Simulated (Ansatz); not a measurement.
Gas-phase electronic energies from Ansatz, PBE0-D4/def2-TZVP geometries. CBS: MP2 limit from def2 TZ/QZ plus the TZ coupled-cluster correction, frozen cores. This one scheme is used for every species. Functionals use def2-TZVPP. def2 core potentials past Kr. For Br, In outer-core shells are correlated without core-valence functions, which leaves a few kJ/mol of doubt a bond. Scalar relativity is left out up to krypton. One conformer a species, not always the lowest.

Consider the formal hydrolysis of the In–C bond: `[CH3][In]([F])[Br]` + H₂O → `[OH][In]([F])[Br]` + CH₄.

```
             level  ΔE (kJ/mol)
      CAM-B3LYP-D4        -27.2
           r2SCAN0        -22.2
     CCSD/def2-SVP        -35.0
SCS-MP2/def2-QZVPP        -25.5
```

(1) What does CCSD(T)/CBS give? (Best estimate.)

Largest T1 diagnostic among the species: 0.014.

Results:

(1) The calculation gave: -22.2 kJ/mol. The listed levels differ from it by -5.0, 0.0, -12.8, -3.3 kJ/mol.

From BLYP to BHLYP (50 % exact exchange), in def2-TZVPP and without D4, ΔE moves by +6.4 kJ/mol. At CCSD(T), def2-SVP lies −13.8 kJ/mol from the extrapolated value and def2-TZVPP +0.3 kJ/mol. In def2-TZVPP, CCSD(T) changes the Hartree–Fock value by +9.7 kJ/mol (the triples alone add −0.9 kJ/mol) and MP2 by +11.7 kJ/mol.

CCSD(T)/CBS has its own doubt, a few kJ/mol and more with outer-core shells, so smaller differences from it don't rank the levels.
